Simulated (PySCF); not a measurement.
Gas-phase XPS of `CN[SiH2][SiH2]C`, computed

C2H11NSi2.
Geometry (PBE0-D3(BJ)/def2-SVP, Å), atoms numbered from 1 in this order:
```xyz
16
C2H11NSi2 angstrom
C     -2.7180    0.1049    0.3516
N     -1.3106    0.4260    0.3015
Si    -0.3341    0.3122   -1.1345
Si     1.8889    0.4309   -0.4026
C      2.2433   -0.9965    0.7771
H     -2.9210   -0.7749   -0.2797
H     -3.0287   -0.1606    1.3760
H     -3.3846    0.9175    0.0005
H     -1.0342    1.1283    0.9798
H     -0.6131    1.3424   -2.1987
H     -0.6268   -1.0177   -1.7617
H      2.8377    0.4190   -1.5621
H      2.0774    1.7376    0.3124
H      3.2320   -0.8941    1.2492
H      1.4768   -1.0237    1.5666
H      2.2120   -1.9574    0.2416
```

The calculation used delta-SCF UKS SCAN, pcX-2 on the ionised atom, pcseg-1 elsewhere, spin-free X2C (PySCF). These are vertical core ionisation energies against the vacuum level, from separate self-consistent calculations with and without the core hole.

Task: What binding energy does each computed site have?

Result: 
```
atom(s)             environment     level  binding energy (eV)  2p1/2 (eV)  above the level's lowest (eV)  count
     C1         N-methyl carbon      C 1s               291.53           –                          +1.43      1
     N2  silicon-bound nitrogen      N 1s               404.30           –                           0.00      1
    Si3            SiH2 silicon  Si 2p3/2               106.29      106.91                          +0.22      1
    Si3            SiH2 silicon     Si 1s              1846.10           –                          +0.31      1
    Si4            SiH2 silicon  Si 2p3/2               106.07      106.69                           0.00      1
    Si4            SiH2 silicon     Si 1s              1845.79           –                           0.00      1
     C5        Si-methyl carbon      C 1s               290.10           –                           0.00      1
```

The listed C 1s values span 1.43 eV, from C5 (bonded to 3 H and Si) to C1 (bonded to N and 3 H).

Lowest listed Si 1s: Si4, bonded to C, 2 H and Si. Highest, 0.31 eV above it: Si3, bonded to N, 2 H and Si.

The 2 Si 2p3/2 values lie within 0.22 eV of each other.

Task: Which photon energy gives electrons from Si 2p3/2 of Si4 a kinetic energy of 100 eV, and what is their de Broglie wavelength?

Result: hν = 106.07 + 100 = 206.07 eV, recoil neglected; λ = 12.264 Å/√(E/eV) = 1.23 Å.

The 2p values add to the ΔSCF energy of one spin-free hole a correction within the shell (spin–orbit coupling, ligand field). 2p1/2 minus 2p3/2 (ligand field included): Si 0.62 eV. The structure is a single PBE0-D3(BJ)/def2-SVP conformer in the gas phase; no vibrational or solvent corrections.
